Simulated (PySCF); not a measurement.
Atom-mapped SMILES (the numbers label the heavy atoms): `[CH3:1][O:2][C:3](=[O:4])[C:5]([CH3:6])([CH3:7])[CH3:8]`. Each H is labelled by its parent atom.

GIAO PBE0/pcSseg-1 shifts (PySCF 2.14, gas phase, non-relativistic, equivalent atoms averaged), each against references optimised in the same way as the molecule (TMS, H2O).

On the GFN2-xTB geometry: C3 185.9, C1 53.8, C5 41.3, C6/C7/C8 29.0, O4 437.5, O2 180.7, H(C1) 3.85, H(C6)/H(C7)/H(C8) 1.22 ppm.

Q: What changes on the PBE0-D3(BJ)/def2-SVP geometry?

A: 
| atoms | δ (ppm) | change |
| --- | --- | --- |
| C3 | 183.3 | -2.6 |
| C1 | 52.1 | -1.7 |
| C5 | 38.9 | -2.4 |
| C6/C7/C8 | 28.7 | -0.3 |
| O4 | 437.9 | +0.4 |
| O2 | 180.6 | -0.1 |
| H(C1) | 3.58 | -0.27 |
| H(C6)/H(C7)/H(C8) | 1.14 | -0.08 |

Bonds between heavy atoms that differ most (equivalent bonds averaged): C1–O2 1.420 → 1.415 Å. Mean change of bonds to hydrogen: C–H +0.012 Å.
